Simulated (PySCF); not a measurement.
## How methods differ on the excitation energy of Bi⁺

Bi⁺ [Xe] 4f14 5d10 6s2 6p2 (3P) → Bi⁺ [Xe] 4f14 5d10 6s2 6p1 7s1 (3P), as a difference of total energies. Computed with PySCF 2.14 in x2c-TZVPPall with one added diffuse shell each of s, p, d, f type (12s8p7d4f, 99 functions), with the spin-free X2C one-electron Hamiltonian (Gaussian nucleus). Correlated levels: valence: [Xe] 4f14 5d10 frozen; valence and next inner shell: [Kr] 4d10 4f14 frozen. The calculations carry no spin-orbit coupling.

```tsv
method	excitation energy (cm⁻¹)
UHF	61123
LDA	60775
PBE	59747
PBE0	61088
r2SCAN	62592
B2PLYP	61165
r2SCANh	62824
TPSS	60663
MP2 (valence)	61237
SCS-MP2 (valence)	61296
MP2 (valence and next inner shell)	61335
SCS-MP2 (valence and next inner shell)	60976
```

Spin-orbit coupling is strong in these open shells (close to jj coupling). The scalar numbers leave it out and a first-order estimate fails, so it can dominate the gap to the real levels.

The promoted electron is Rydberg-like, and one or two diffuse shells describe it only roughly, which tends to raise the upper state.
